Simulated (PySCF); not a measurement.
Be2Te2 ((BeTe)2 ring). The calculation used PBE0-D3(BJ)/def2-SVP geometry optimisation, gas phase, def2 core potentials past Kr in PySCF 2.14.0.

```
atom  x, y, z in Å
Be1   -0.0326   -0.9870    0.3959
Te2   -1.4584    0.5586    1.2717
Be3    0.0326    0.9869   -0.3959
Te4    1.4583   -0.5586   -1.2717
```

(1) What is the longest distance between nuclei?

(2) How far apart are these pairs, which share no bond: Be1···Be3?

(3) What are the angles Te2–Be1–Te4, Be1–Te2–Be3, Te2–Be3–Te4, Be1–Te4–Be3?

(4) Where is the centre of mass (commonest isotopes), and what is the radius of gyration?

(5) Give the dihedral angles Be1–Te2–Be3–Te4, Te4–Be1–Te2–Be3, Te2–Be3–Te4–Be1, Te2–Be1–Te4–Be3.

(6) What is the repulsion energy of the bare nuclei, Σ ZA·ZB/RAB?

(7) Write the matrix of distances between heavy atoms (Å, lower triangle).

Results:

(1) Te2···Te4, 4.03 Å; the next longest distance is 2.28 Å.

(2) Be1···Be3 2.128 Å (2 bonds apart).

(3) From the scalar product of the two bond vectors; for Te2–Be1–Te4 it is -2.9241 Å² over 2.2779 × 2.2775 Å², cos θ = -0.5636. Te2–Be1–Te4 124.3°; Be1–Te2–Be3 55.7°; Te2–Be3–Te4 124.3°; Be1–Te4–Be3 55.7°.

(4) Mass 277.837 u; centre at (0.000, 0.000, 0.000) Å; Rg = √(Σ m r²/M) = 1.966 Å. As Ia + Ib + Ic = 2 Σ m r², the three principal moments sum to 2148.4 u·Å².

(5) Be1–Te2–Be3–Te4 0° (synperiplanar); Te4–Be1–Te2–Be3 0° (synperiplanar); Te2–Be3–Te4–Be1 0° (synperiplanar); Te2–Be1–Te4–Be3 0° (synperiplanar). Dihedral signs follow IUPAC: positive where, seen along the central bond, the front bond turns clockwise onto the rear one.

(6) 552.52 Eh over 6 pairs, with full nuclear charges and distances in bohr; the largest single term is 355.24 Eh (Te2 with Te4).

(7) 
```
Be1   0.000
Te2   2.278  0.000
Be3   2.128  2.278  0.000
Te4   2.278  4.028  2.278  0.000
```

No frequency check. One conformer, not necessarily the lowest.
